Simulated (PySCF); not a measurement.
Vertical excitations of a molecule C₄H₇FO from TDDFT-PBE/def2-SVPD run with PySCF, as energy in eV (oscillator strength): 6.00 (0.015), 6.29 (0.001), 6.94 (0.000), 7.08 (0.024), 7.21 (0.008), 7.49 (0.031), 7.50 (0.008), 7.74 (0.029), 7.79 (0.015), 7.83 (0.007). Lowest triplet (TDA): 5.84 eV. Geometry optimised at PBE0-D3(BJ)/def2-SVP. One conformer was computed; it need not be the lowest.

Problem. Identify the compound among the candidates.
(A) O[C@H]1CC[C@@H]1F
(B) CC1(F)COC1
(C) COC/C=C\F
(D) CO/C(C)=C\F

Solution. B, CC1(F)COC1
